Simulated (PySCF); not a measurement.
C₂H₅BO. Atoms are numbered in the order given.

```xyz
9

B      0.4622    -0.6240     0.0000
H      1.6713    -0.5355     0.0000
C     -0.4273     0.6544     0.0000
C      0.1173     1.8801     0.0000
H     -1.5255     0.5838     0.0000
H     -0.4811     2.7978     0.0000
H      1.2056     2.0091     0.0000
O     -0.0397    -1.8799     0.0000
H     -1.0031    -1.9025     0.0000
```

Geometry optimised at PBE0-D3(BJ)/def2-SVP. One conformer was computed; it need not be the lowest.

The numbers are results of TDA-ωB97X/def2-SVPD (PySCF 2.14.0), not measurements.

Vertical excitations. The molecule is in vacuum. State labels are in the subgroup Cs.

```
state  symmetry  energy (eV)  λ (nm)      f                                                              main pairs
-----  --------  -----------  ------  -----  ----------------------------------------------------------------------
S1           A"         6.07     204  0.002                                                        HOMO−1→LUMO 96 %
S2           A'         7.17     173  0.555                                                          HOMO→LUMO 92 %
S3           A"         7.98     155  0.002                                    HOMO−2→LUMO 74 %, HOMO−1→LUMO+4 12 %
S4           A"         8.27     150  0.006                                      HOMO−4→LUMO 64 %, HOMO→LUMO+1 12 %
S5           A"         8.33     149  0.060                    HOMO→LUMO+1 49 %, HOMO→LUMO+3 20 %, HOMO−4→LUMO 16 %
S6           A'         8.71     142  0.023                                                      HOMO−1→LUMO+1 85 %
S7           A"         8.73     142  0.042                                      HOMO→LUMO+2 69 %, HOMO→LUMO+1 14 %
S8           A"         9.00     138  0.002                                    HOMO−1→LUMO+4 71 %, HOMO−2→LUMO 13 %
S9           A"         9.13     136  0.003  HOMO→LUMO+3 50 %, HOMO→LUMO+2 17 %, HOMO→LUMO+1 13 %, HOMO→LUMO+8 10 %
S10          A'         9.24     134  0.093                                                        HOMO→LUMO+4 89 %
T1           A'         4.04     307      0                                                          HOMO→LUMO 91 %
T2           A"         5.57     223      0                                                        HOMO−1→LUMO 94 %
T3           A"         7.33     169      0                                    HOMO−2→LUMO 75 %, HOMO−1→LUMO+4 17 %
T4           A'         7.68     161      0                                      HOMO−3→LUMO 66 %, HOMO→LUMO+4 17 %
```
Triplets are in the Tamm–Dancoff approximation.
